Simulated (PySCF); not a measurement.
# Gas-phase XPS of `F[SiH]1CC1`, computed

Species: C₂H₅FSi.
SMILES with atom numbers: `[F:1][SiH:2]1[CH2:3][CH2:4]1`

Computed with PySCF, delta-SCF UKS SCAN, pcX-2 on the ionised atom, pcseg-1 elsewhere, spin-free X2C. These are vertical core ionisation energies against the vacuum level, from separate self-consistent calculations with and without the core hole.

**Question.** Give the core binding energies atom by atom.

**Answer.** 
```
atom(s)                  environment     level  binding energy (eV)  2p1/2 (eV)  count
    Si2       fluorine-bound silicon     Si 1s              1847.68           –      1
     F1       silicon-bound fluorine      F 1s               692.35           –      1
  C3/C4  sp3 carbon bound to silicon      C 1s               290.34           –      2
    Si2       fluorine-bound silicon  Si 2p3/2               107.80      108.43      1
```

**Question.** Which effective nuclear charge Zeff reproduces each element's mean 1s value in the hydrogen-like formula E = 13.606 eV × Zeff²?

**Answer.** C (Z = 6): mean 290.3 eV, Zeff = 4.62, Z − Zeff = 1.38; F (Z = 9): mean 692.4 eV, Zeff = 7.13, Z − Zeff = 1.87; Si (Z = 14): mean 1847.7 eV, Zeff = 11.65, Z − Zeff = 2.35. Means run over the listed sites, weighted by atom count.

The first atom of each set that the bonding makes equivalent was ionised and stands for the set. For 2p shells one spin-free hole was relaxed; a mean-field spin–orbit operator and the ground-state splitting of the three 2p orbitals were then diagonalised within the shell. The shell's mean is (2 × 2p3/2 + 2p1/2)/3, and the degeneracies 2j + 1 give areas of 2:1. 2p1/2 minus 2p3/2 (ligand field included): Si 0.63 eV. Isolated species at its PBE0-D3(BJ)/def2-SVP geometry, gas phase.
